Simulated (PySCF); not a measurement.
C5H9B, SMILES C#CB(C)CC. Atoms are numbered in the order given.

```xyz
15

C     -0.6962     2.3257     0.4197
C     -0.6016     1.1410     0.1441
B     -0.4675    -0.3461    -0.1965
C     -1.7008    -1.1020    -0.8179
C      0.8922    -1.1000     0.0638
C      2.1210    -0.2807     0.4619
H     -0.7816     3.3692     0.6615
H     -2.6558    -0.8223    -0.3440
H     -1.7873    -0.7743    -1.8728
H     -1.5970    -2.1981    -0.8218
H      1.1013    -1.7348    -0.8196
H      0.6473    -1.8429     0.8535
H      1.9285     0.3081     1.3726
H      2.3929     0.4377    -0.3281
H      3.0009    -0.9163     0.6516
```
Charge 0, spin multiplicity 1.

Geometry: B3LYP-D3(BJ)/def2-SVP. The structure was generated by enumeration, and PubChem lists no compound with its InChIKey, so it may never have been made. The values are those of a single conformer.

Two levels are set side by side: PBE/pcSseg-1 (PySCF) and B3LYP/pcSseg-1 (PySCF). GIAO shifts against BF3 (¹¹B), TMS (¹H), TMS (¹³C) at the same level; non-relativistic, no solvent, atoms listed together averaged. Differences are taken from unrounded values.

```
quantity            B3LYP    PBE  PBE minus B3LYP
------------------  -----  -----  ---------------
δ(¹³C) of C1 (ppm)  125.8  126.0              0.1
δ(¹³C) of C2 (ppm)   97.8  101.7              3.9
δ(¹¹B) of B3 (ppm)   63.9   63.6             -0.3
δ(¹³C) of C4 (ppm)   18.1   19.6              1.5
δ(¹³C) of C5 (ppm)   30.7   33.2              2.5
δ(¹³C) of C6 (ppm)   14.6   14.3             -0.3
δ(¹H) of H7 (ppm)    4.61   4.74             0.13
```

Rough cost on one machine, each run with all the roots and properties that it gave: B3LYP against PBE within a factor of 2.
